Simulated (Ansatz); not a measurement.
Ligands exchanged one at a time, Ge F-H. Isolated molecules, 0 K electronic values unless said otherwise. Strings in code marks are SMILES.

Quantity: vertical ionisation energy (energy after one electron is removed minus that of the parent at the parent's geometry), in eV.

A: `[F][GeH3]`
B: `[F][GeH2][F]`
C: `[GeH4]`
D: `[F][GeH]([F])[F]`

**Question.** Put the candidates in order of vertical ionisation energy (energy after one electron is removed minus that of the parent at the parent's geometry), lowest first, for frozen-core CCSD(T)/cc-pVTZ // r2SCAN-D4/def2-TZVP (Ansatz, an electronic-structure program).

**Answer.** C (12.47 eV), A (12.60 eV), B (13.04 eV), D (14.45 eV)
